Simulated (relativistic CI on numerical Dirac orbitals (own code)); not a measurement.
# Ta³⁴⁺: q coefficients and field-shift factors

Calculated at this level of theory: Dirac-Coulomb-Breit CI, separate exchange-only KLI orbitals for each configuration, derivatives by finite differences, unscaled Slater integrals, QED left out (own radial code, finite nucleus).

CI space (outside the closed core [Ar] 3d10): 4s2 4p6 4d3, 4s2 4p6 4d2 4f, 4s2 4p5 4d4, 4s2 4p6 4d 4f2, 4s 4p6 4d4, 4p6 4d5, 4s2 4p6 4d2 5s, 4s2 4p6 4d 4f 5s. Levels of other configurations are missing.

With x = (α/α₀)² − 1 an excitation energy changes as ω = ω₀ + qx; K = 2q/ω₀ is the relative enhancement. Terms are leading LS components, so labels can repeat. The field-shift factor is F = δν/δ⟨r²⟩ for the transition from the lowest level.

Lowest level 4s2 4p6 4d3 4F_3/2.

| Level | ω₀ (cm⁻¹) | q (cm⁻¹) | F (GHz/fm²) |
| --- | --- | --- | --- |
| 4s2 4p6 4d3 4F_5/2 | 110323 | 134600 | 3.56 |
| 4s2 4p6 4d3 4P_3/2 | 130282 | 129400 | 3.17 |
| 4s2 4p6 4d3 2G_7/2 | 142368 | 140600 | 3.73 |
| 4s2 4p6 4d3 4P_1/2 | 145895 | 132600 | 3.02 |
| 4s2 4p6 4d3 2G_9/2 | 147305 | 133700 | 3.88 |
| 4s2 4p6 4d3 4P_5/2 | 209259 | 153800 | 3.73 |
| 4s2 4p6 4d3 4F_7/2 | 251076 | 264200 | 6.95 |
| 4s2 4p6 4d3 4F_9/2 | 265430 | 270700 | 7.47 |
| 4s2 4p6 4d3 4P_3/2 | 276470 | 268700 | 6.43 |
| 4s2 4p6 4d3 2P_1/2 | 285929 | 269800 | 6.71 |
| 4s2 4p6 4d3 2D_5/2 | 295310 | 255200 | 5.76 |
| 4s2 4p6 4d3 2H_11/2 | 298859 | 268700 | 7.82 |
| 4s2 4p6 4d3 2D_5/2 | 315767 | 275500 | 6.47 |
| 4s2 4p6 4d3 2F_7/2 | 323788 | 266200 | 6.69 |
| 4s2 4p6 4d3 2D_3/2 | 373414 | 290600 | 7.82 |
| 4s2 4p6 4d3 2G_9/2 | 402648 | 403900 | 10.6 |
| 4s2 4p6 4d3 2D_3/2 | 445942 | 387700 | 9.42 |
| 4s2 4p6 4d3 2D_5/2 | 475887 | 396400 | 10.4 |
| 4s2 4p5 4d4 4P°_3/2 | 1233928 | 62990 | 10.5 |
| 4s2 4p5 4d4 6D°_5/2 | 1315215 | 199000 | 13.9 |
| 4s2 4p5 4d4 6D°_7/2 | 1342158 | 216300 | 14.5 |
| 4s2 4p5 4d4 6D°_1/2 | 1344522 | 201900 | 12.5 |
| 4s2 4p5 4d4 4F°_9/2 | 1351198 | 205500 | 14.6 |

At this charge energies of transitions that change n are usually good to better than 1 %, and those within a shell (Δn = 0) to a few per cent. Terms inside the open d or f shell come out 10 to 20 % too wide with unscaled integrals.

**Question.** Which transition from the lowest level has the largest |K|?

**Answer.** 4s2 4p6 4d3 4F_5/2 at 110323 cm⁻¹, K = 2.44.
